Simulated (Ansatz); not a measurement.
A nudged elastic band was laid between two geometries of C$_{2}$H$_{9}$NOSi (14 atoms, charge 0, multiplicity 1).

All numbers below come from RKS B3LYP/cc-pVDZ (Ansatz 0.2.0).

```yaml
movable_images: 9
climbing_image: yes
spring: 5.0 eV/Å²
optimiser: quadratic models (default)
start_path: IDPP
force_threshold: 0.03 eV/Å
iteration_limit: 49
end_points: relaxed
```

First end point:

```xyz
14
Properties=species:S:1:pos:R:3
C -1.156 1.702 0.609
O -0.236 0.648 0.860
C -0.105 -0.267 -0.216
N 0.501 0.380 -1.381
Si 0.901 -1.738 0.512
H -1.121 2.373 1.480
H -0.887 2.261 -0.303
H -2.188 1.311 0.497
H -1.107 -0.620 -0.540
H 1.517 0.434 -1.291
H 0.298 -0.138 -2.236
H 0.265 -2.336 1.727
H 2.272 -1.240 0.852
H 1.033 -2.799 -0.541
```

Last end point:

```xyz
14
Properties=species:S:1:pos:R:3
C -1.030 1.678 0.615
O -0.164 0.581 0.833
C -0.089 -0.342 -0.267
N 0.606 0.126 -1.445
Si 0.803 -1.892 0.433
H -1.027 2.285 1.532
H -0.697 2.317 -0.227
H -2.068 1.345 0.409
H -1.118 -0.615 -0.579
H 0.102 0.877 -1.920
H 1.525 0.494 -1.193
H 0.184 -2.317 1.726
H 2.243 -1.549 0.659
H 0.717 -3.018 -0.548
```

**Question.** What changes between the two ends?

**Answer.** No bond is made or broken. The dihedral Si5–C3–N4–H11 goes from 82 to -68°.

**Question.** What energy profile does the band end with?

**Answer.** The forces met the threshold. The highest image is number 5 of 0 to 10, 0.219 eV above the first end and 0.297 eV above the last; the last end lies 0.078 eV below the first. A vibrational analysis at the climbing image gives one clearly imaginary mode, 347i cm⁻¹: a first-order saddle point.

| image | path coordinate (Å) | energy (eV) | dihedral Si5–C3–N4–H11 (°) |
| --- | --- | --- | --- |
| 0 | 0.00 | 0.000 | 82 |
| 1 | 0.36 | 0.008 | 71 |
| 2 | 0.72 | 0.046 | 54 |
| 3 | 1.08 | 0.114 | 36 |
| 4 | 1.44 | 0.186 | 18 |
| 5 | 1.80 | 0.219 | 1 |
| 6 | 2.24 | 0.165 | -20 |
| 7 | 2.67 | 0.046 | -39 |
| 8 | 3.11 | -0.043 | -57 |
| 9 | 3.54 | -0.071 | -66 |
| 10 | 3.97 | -0.078 | -68 |

**Question.** What is the geometry of the highest image?

**Answer.** 
```xyz
14
Properties=species:S:1:pos:R:3
C -0.953 1.717 0.745
O 0.031 0.692 0.734
C -0.131 -0.253 -0.325
N 0.454 0.241 -1.590
Si 0.662 -1.868 0.355
H -0.713 2.384 1.586
H -0.951 2.305 -0.192
H -1.968 1.301 0.895
H -1.217 -0.416 -0.482
H 0.935 1.117 -1.367
H 1.201 -0.382 -1.908
H -0.155 -2.414 1.482
H 2.046 -1.559 0.830
H 0.745 -2.893 -0.736
```

**Question.** What are the harmonic wavenumbers there?

**Answer.** 347i, 86, 143, 163, 212, 241, 377, 463, 582, 626, 773, 858, 914, 924, 943, 949, 1077, 1106, 1159, 1177, 1220, 1311, 1361, 1451, 1456, 1479, 1636, 2183, 2202, 2210, 2944, 2984, 3044, 3120, 3448, 3520 cm⁻¹.

The run took 3.8 min on 2 threads of Intel(R) Xeon(R) 6975P-C (Granite Rapids), with other jobs on the host, peak memory 0.31 GiB.
